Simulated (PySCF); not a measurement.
C₂H₆F₂Si. Atoms are numbered in the order given.

```xyz
11

C     -0.9623    -1.7557     0.0000
Si     0.7062    -0.8990     0.0000
C      0.3726     0.9970     0.0000
F     -0.3722     1.3162    -1.1085
F     -0.3722     1.3162     1.1085
H     -1.5362    -1.4582     0.8913
H     -0.8572    -2.8515     0.0000
H     -1.5362    -1.4582    -0.8913
H      1.5073    -1.2182    -1.2163
H      1.5073    -1.2182     1.2163
H      1.2648     1.6509     0.0000
```

The structure is a stationary point at B3LYP-D3(BJ)/def2-SVP. One conformer was computed; it need not be the lowest.

All values below come from ωB97X/def2-TZVP (PySCF).

ESP charges are fitted to the potential on shells at 1.4 to 2.0 van der Waals radii. Atomic charges (e):

```csv
atom,meta-Löwdin,ESP fit,Löwdin
C1,-0.59,-0.61,-0.46
Si2,0.66,0.47,0.32
C3,0.24,0.01,-0.54
F4,-0.31,-0.16,0.11
F5,-0.31,-0.16,0.11
H6,0.13,0.18,0.13
H7,0.13,0.17,0.13
H8,0.13,0.18,0.13
H9,-0.11,-0.11,-0.03
H10,-0.11,-0.11,-0.03
H11,0.11,0.13,0.11
```

Computed Mayer and Wiberg (Löwdin basis) orders of the bonds:
| bond | Mayer | Wiberg |
|---|---|---|
| C1–Si2 | 0.99 | 1.24 |
| Si2–C3 | 0.91 | 1.05 |
| C3–F4 | 1.02 | 1.70 |
| C3–F5 | 1.02 | 1.70 |
| C1–H6 | 0.95 | 0.90 |
| C1–H7 | 0.95 | 0.90 |
| C1–H8 | 0.95 | 0.90 |
| Si2–H9 | 0.96 | 0.92 |
| Si2–H10 | 0.96 | 0.92 |
| C3–H11 | 0.96 | 0.90 |
